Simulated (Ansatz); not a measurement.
Ag₂H₂. The state is a quintet with charge 0. Geometry PBE0-D4/def2-TZVP; atoms count from 1.

Cartesian coordinates in Å:
```
Ag 3.284 -0.399 0.645
Ag 0.537 -1.568 -0.598
H -3.916 -0.332 -1.137
H 0.095 2.299 1.090
```

In the def2 sets Ag takes a core potential; there is no spin–orbit coupling. In the quintet geometry the species has come apart into loosely held pieces. At PBE0-D4/def2-TZVP a singlet of charge 0 lies 5.52 eV below the quintet, each at its own geometry. The structure comes from a short search, and lower isomers may exist.

Q: Estimate the Mulliken populations from the PBE0/def2-TZVP orbitals of Ansatz.

A: 
```tsv
atom	charge (e)	spin (α − β)	d electrons
Ag1	0.00	1.00	9.98
Ag2	0.00	1.00	9.98
H3	0.00	1.00	–
H4	0.00	1.00	–
```
Mulliken values and Mayer orders depend strongly on the basis.

Q: Where does the spin sit?

A: Summed by element: Ag 2.01, H 1.99, of 4 unpaired in all. Largest on single atoms: Ag2 1.00, Ag1 1.00, H3 1.00.
